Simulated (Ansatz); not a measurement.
`[OH][Cd][F]` + CH₃OH → `C[O][Cd][OH]` + H–F at 500 K and 1 bar (ligand exchange at a Cd–F bond).

Isolated molecules relaxed with PBE0-D4/def2-TZVP in Ansatz; ΔE leaves out vibrations. CCSD(T)/CBS is the MP2 limit (def2-TZVPP, def2-QZVPP) plus CCSD(T) − MP2 in def2-TZVPP, frozen cores. This one scheme is used for every species. Elements past krypton have def2 core potentials. For Cd outer-core shells are correlated without core-valence functions, which leaves a few kJ/mol of doubt a bond. One conformer a species, not always the lowest.

```csv
species,CCSD(T)/CBS energy (Eh),H − E (kJ/mol),S (J/(mol·K))
`[OH][Cd][F]`,-343.29729,64.5,320.6
CH₃OH,-115.61712,157.0,265.4
`C[O][Cd][OH]`,-358.50510,180.8,396.7
H–F,-100.39570,39.4,188.7
```

H − E and S are ideal-gas, rigid-rotor, harmonic terms from PBE0-D4/def2-TZVP, for one conformer and one mirror image of each species. 1 Eh = 2625.50 kJ/mol, R = 8.31446 J/(mol·K).

Task: By hand: ΔE, ΔH, ΔS and ΔG.

Result: ΔE = (-358.50510) + (-100.39570) − (-343.29729) − (-115.61712) = 0.01361 Eh = 35.7 kJ/mol. Δ(H − E) = 180.8 + 39.4 − 64.5 − 157.0 = -1.3, so ΔH = 34.4 kJ/mol. ΔS = 396.7 + 188.7 − 320.6 − 265.4 = -0.6 J/(mol·K). ΔG = 34.4 − 500 × (-0.6)/1000 = 34.7 kJ/mol.

Task: By hand: the equilibrium constant, and the temperature at which ΔG would vanish if ΔH and ΔS stayed fixed.

Result: log₁₀ K = −ΔG/(RT ln 10) = -3.6. ΔH and −TΔS have one sign here, so there is no such temperature.

The number of gas molecules stays the same, so ΔS is small and ΔH decides. A doubt of 5 kJ/mol in ΔE shifts log₁₀ K by 0.5 here. Other conformers and mirror images would add mixing entropy, several J/(mol·K) or more a flexible species. These are equilibria of isolated gas molecules and say nothing of rates. Largest T1 diagnostic: 0.017 (customary marks: 0.02 for closed shells, 0.045 for open ones).

ΔS is within the doubt of such terms, so its sign, and with it that verdict, could turn.
